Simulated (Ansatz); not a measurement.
`F[SiH]([SiH3])[GeH3]` + H–F → `F[SiH](F)[GeH3]` + SiH₄ at 400 K and 1 bar (cleavage of the Si–Si bond).

Gas-phase electronic energies from Ansatz, PBE0-D4/def2-TZVP geometries. CCSD(T)/CBS is the MP2 limit (def2-TZVPP, def2-QZVPP) plus CCSD(T) − MP2 in def2-TZVPP, frozen cores. This one scheme is used for every species. For Ge outer-core shells are correlated without core-valence functions, which leaves a few kJ/mol of doubt a bond. Scalar relativity is left out up to krypton.

```
               species  CCSD(T)/CBS energy (Eh)  H − E (kJ/mol)  S (J/(mol·K))
`F[SiH]([SiH3])[GeH3]`              -2758.31869           196.5          430.4
                   H–F               -100.39570            36.5          182.2
     `F[SiH](F)[GeH3]`              -2567.30741           130.8          376.4
                  SiH₄               -291.46306            96.9          218.6
```

H − E and S are ideal-gas, rigid-rotor, harmonic terms from PBE0-D4/def2-TZVP, for one conformer and one mirror image of each species. 1 Eh = 2625.50 kJ/mol, R = 8.31446 J/(mol·K).

Problem. By hand: ΔE, ΔH, ΔS and ΔG.

Solution. ΔE = (-2567.30741) + (-291.46306) − (-2758.31869) − (-100.39570) = -0.05608 Eh = -147.2 kJ/mol. Δ(H − E) = 130.8 + 96.9 − 196.5 − 36.5 = -5.3, so ΔH = -152.5 kJ/mol. ΔS = 376.4 + 218.6 − 430.4 − 182.2 = -17.6 J/(mol·K). ΔG = -152.5 − 400 × (-17.6)/1000 = -145.5 kJ/mol.

Problem. By hand: the equilibrium constant, and the temperature at which ΔG would vanish if ΔH and ΔS stayed fixed.

Solution. log₁₀ K = −ΔG/(RT ln 10) = 19.0. ΔG = 0 at ΔH/ΔS = 8665 K, far beyond where these terms or the molecules hold.

ΔH outweighs TΔS. A doubt of 5 kJ/mol in ΔE shifts log₁₀ K by 0.7 here. Other conformers and mirror images would add mixing entropy, several J/(mol·K) or more a flexible species. These are equilibria of isolated gas molecules and say nothing of rates. Largest T1 diagnostic: 0.013 (customary marks: 0.02 for closed shells, 0.045 for open ones).
